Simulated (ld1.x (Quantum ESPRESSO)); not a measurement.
# Transferability test, RRKJ potential for cobalt (Co)

cobalt (Co), norm-conserving RRKJ (Kleinman–Bylander form), made with ld1.x (Quantum ESPRESSO) 7.5 (PBEsol, scalar-relativistic). Core [Ne], reference 3s2 3p6 3d7 4s2 4p0. Waves: 3s (bound): rc 0.70 bohr; 3p (bound): rc 1.20 bohr; 3d (bound): rc 1.05 bohr. Local part: the d channel. Core correction: none. rho0 = 0.02.

Occupied shells without a wave of their own: 4s. They enter only through the test configuration that unscreens the potential.

Energies are relative to the spin-unpolarised reference configuration 3s2 3p6 3d7 4s2 4p0; without spin polarisation the order of configurations can differ from experiment. The frozen-core shift is the all-electron ΔE with the core orbitals held at their reference shape minus the fully relaxed ΔE.

| valence configuration | charge | ΔE all-electron (eV) | error AE − PS (meV) | frozen-core shift (meV) |
| --- | --- | --- | --- | --- |
| 3s2 3p6 3d7 4s1 4p0 | +1 | 9.045 | +13 | +1.0 |
| 3s2 3p6 3d7 4s0 4p0 | +2 | 25.742 | +29 | +2.6 |
| 3s2 3p6 3d6 4s0 4p0 | +3 | 61.579 | +10 | -0.5 |
| 3s2 3p6 3d7.5 4s1.5 4p0 | 0 | -0.965 | +5.1 | +1.7 |
| 3s2 3p6 3d8 4s0 4p0 | +1 | 6.422 | +26 | +4.7 |
| 3s2 3p6 3d7 4s1 4p1 | 0 | 4.383 | -7.3 | +0.5 |

Question: What are ΔE and the potential's error for 3s2 3p6 3d7 4s1.5 4p0?

Answer: ΔE = 3.613 eV all-electron; the error (AE − PS) is +5.8 meV.

Levels in the configuration 3s2 3p6 3d7 4s1 4p1:

```
level  all-electron (eV)  pseudo (eV)
   3s           -103.990     -104.012
   3p            -67.368      -67.389
   3d            -10.028      -10.050
   4s             -6.634       -6.634
   4p             -2.117       -2.107
```

ld1.x printed “convergence not achieved” for 5 of the counted tests; their residual had stalled under 1e-8, short of the target of 1e-14. A variational frozen-core shift is positive and of second order in the change. This column holds negative values, so the frozen-core run of ld1.x carries numerical noise or an error of first order here, and the column gives no more than the rough size of the effect.
